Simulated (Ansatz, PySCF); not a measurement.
Input for Ansatz (a first-principles code):
Ansatz 0.2 input:
```yaml
crystal:
  periodic: [false, false, false]
  atoms:
    - {symbol: Al, position_ang: [-0.06489000, 0.07302100, -0.02164304]}
    - {symbol: O, position_ang: [-0.74167654, -0.06797055, 1.48959386]}
    - {symbol: C, position_ang: [-1.34465538, -0.24542795, 2.74564705]}
    - {symbol: C, position_ang: [-0.78590050, -1.50056456, 3.41016958]}
    - {symbol: C, position_ang: [-2.85912552, -0.33458999, 2.58033630]}
    - {symbol: H, position_ang: [-1.09825445, 0.63133145, 3.36187800]}
    - {symbol: H, position_ang: [-1.01834050, -2.37111511, 2.80068553]}
    - {symbol: H, position_ang: [-1.21833972, -1.62994522, 4.39941019]}
    - {symbol: H, position_ang: [0.29471361, -1.42029144, 3.50172023]}
    - {symbol: H, position_ang: [-3.23045922, 0.56210354, 2.08971305]}
    - {symbol: H, position_ang: [-3.10940379, -1.19546240, 1.96417409]}
    - {symbol: H, position_ang: [-3.34096176, -0.43557428, 3.54988716]}
    - {symbol: O, position_ang: [0.65408158, 0.53404850, -1.44728820]}
    - {symbol: C, position_ang: [1.31114141, 0.86830031, -2.64279541]}
    - {symbol: C, position_ang: [1.03030390, -0.19881636, -3.69715278]}
    - {symbol: C, position_ang: [2.80849146, 1.01122591, -2.38542695]}
    - {symbol: H, position_ang: [0.90903608, 1.83231394, -2.98664233]}
    - {symbol: H, position_ang: [1.41972441, -1.15698343, -3.36006985]}
    - {symbol: H, position_ang: [1.50101617, 0.06744395, -4.64045946]}
    - {symbol: H, position_ang: [-0.04219118, -0.29480770, -3.84904116]}
    - {symbol: H, position_ang: [2.98151368, 1.76371456, -1.61958686]}
    - {symbol: H, position_ang: [3.21151133, 0.06291010, -2.03652311]}
    - {symbol: H, position_ang: [3.32323263, 1.30570156, -3.29689835]}
basis:
  gaussian:
    orbitals: STO-3G
hamiltonian:
  xc: hf
magnetization: {spin_polarized: true, initial_magnetization: 1}
accuracy: high
```

Task: Write the same job for PySCF.

Result: This is not unique; one that fits is 
```python
from pyscf import gto, scf

mol = gto.M(
    atom='''
Al   -0.06489000    0.07302100   -0.02164304
O    -0.74167654   -0.06797055    1.48959386
C    -1.34465538   -0.24542795    2.74564705
C    -0.78590050   -1.50056456    3.41016958
C    -2.85912552   -0.33458999    2.58033630
H    -1.09825445    0.63133145    3.36187800
H    -1.01834050   -2.37111511    2.80068553
H    -1.21833972   -1.62994522    4.39941019
H     0.29471361   -1.42029144    3.50172023
H    -3.23045922    0.56210354    2.08971305
H    -3.10940379   -1.19546240    1.96417409
H    -3.34096176   -0.43557428    3.54988716
O     0.65408158    0.53404850   -1.44728820
C     1.31114141    0.86830031   -2.64279541
C     1.03030390   -0.19881636   -3.69715278
C     2.80849146    1.01122591   -2.38542695
H     0.90903608    1.83231394   -2.98664233
H     1.41972441   -1.15698343   -3.36006985
H     1.50101617    0.06744395   -4.64045946
H    -0.04219118   -0.29480770   -3.84904116
H     2.98151368    1.76371456   -1.61958686
H     3.21151133    0.06291010   -2.03652311
H     3.32323263    1.30570156   -3.29689835
''',
    basis='sto-3g',
    spin=1,
    verbose=4,
)

mf = scf.UHF(mol)
mf.kernel()
```

Both were run: Ansatz gave -619.244758 Eh and PySCF -619.244758 Eh, 0.000 mEh apart.
